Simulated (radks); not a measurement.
All-electron atom: F VII in [He] 2s1. Calculated with a radial shooting solver on a logarithmic mesh with Libxc functionals: Dirac Kohn-Sham, Slater X-alpha with alpha = 0.813, spin-unpolarised, spherical densities, finite nucleus; Fermi nuclear charge, rms radius 2.8976 fm.

Radial electron density D(r) = 4 pi r^2 rho(r):

```
   r/bohr * D(r) (the largest magnitude, 9.6, reaches the edge; | marks zero)
  0.01626 |     *
  0.01986 |        *
  0.02406 |           *
  0.02939 |                *
  0.03561 |                     *
  0.04315 |                           *
   0.0527 |                                  *
  0.06386 |                                         *
  0.07799 |                                                *
   0.0945 |                                                     *
   0.1145 |                                                      *
   0.1399 |                                                   *
   0.1695 |                                            *
    0.207 |                                  *
   0.2508 |                       *
   0.3039 |              *
   0.3712 |        *
   0.4497 |       *
   0.5493 |       *
   0.6656 |        *
   0.8129 |      *
    0.985 |    *
    1.193 | *
    1.458 |*
    1.766 *
    2.157 *
    2.614 *
```

D(r) has 2 maxima, at r = 0.113, 0.634 bohr, and minima at 0.461 bohr, inside which lie 2.10 electrons.
